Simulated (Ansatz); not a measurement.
Computed with Ansatz on PBE0-D4/def2-TZVP structures; ΔE is electronic, products minus reactants. CBS: MP2 limit from def2 TZ/QZ plus the TZ coupled-cluster correction, frozen cores. This one scheme is used for every species. DFT in def2-TZVPP.

Consider the cleavage of the Si–Si bond: `F[SiH](F)[SiH3]` + H–F → `F[SiH](F)F` + SiH₄.

**Question.** Is it downhill or uphill in electronic energy at CCSD(T)/CBS, and by how much? (Estimate.)

**Answer.** Ansatz gave: Downhill: ΔE = -171.7 kJ/mol.

**Question.** What do these levels give: PBE, BLYP, r2SCAN, CAM-B3LYP, HF/def2-TZVPP, HF/CBS(def2)? (Best estimate.)

**Answer.** The calculation gave: PBE -151.3, BLYP -171.4, r2SCAN -173.9, CAM-B3LYP -182.7, HF/def2-TZVPP -201.3, HF/CBS(def2) -204.2 kJ/mol.

Largest T1 diagnostic among the species: 0.013.

The D4 term adds +6.1 kJ/mol with B3LYP and +3.4 kJ/mol with PBE0; it sums over pairs of atoms, weighted by their polarisabilities, and B3LYP, whose exchange is more repulsive, gets the larger term. From BLYP to BHLYP (50 % exact exchange), in def2-TZVPP and without D4, ΔE moves by −15.8 kJ/mol. Leaving LDA and LC-ωPBE aside and taking each functional with its dispersion term where it has one, the values, not all of them listed here, spread over 34.2 kJ/mol, from BHLYP-D4 to revPBE-D4. LDA lies −3.7 kJ/mol from PBE without D4.

B3LYP here is the variant with VWN-RPA as its local correlation; programs differ in this.
